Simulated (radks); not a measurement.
Values are calculated unless marked as measured or tabulated.
Task: Valence configurations of the terbium ion Tb2+ (all share [Xe]). Level of theory: non-relativistic Kohn-Sham, PBEsol, spin-polarised, spherical densities, point nucleus; open shells are filled with parallel spins first (spin-orbit coupling, left out, can overturn this in heavy ions); relativity is left out, which matters for an element this heavy (a radial shooting solver on a logarithmic mesh with Libxc functionals). Order these by energy: 4f6 5d2 6s1; 4f8 6s1; 4f7 5d1 6p1; 4f7 6s2; 4f7 5d2; 4f8.5 6p0.5; 4f8 6p1; 4f6 6s1 6p2; 4f9; 4f8 5d1.

Result: From the lowest, in eV above it: 4f9 0.000; 4f8.5 6p0.5 4.835; 4f8 5d1 5.603; 4f8 6s1 7.682; 4f8 6p1 11.541; 4f7 5d2 15.573; 4f7 5d1 6p1 22.950; 4f7 6s2 23.915; 4f6 5d2 6s1 41.761; 4f6 6s1 6p2 62.814. NIST lists [Xe] 4f9 as the ground configuration; this level of theory agrees among the configurations tried. The energies are those of spherical high-spin densities, not of single terms. Relativity is left out, which favours d and f over s occupation in heavy atoms.
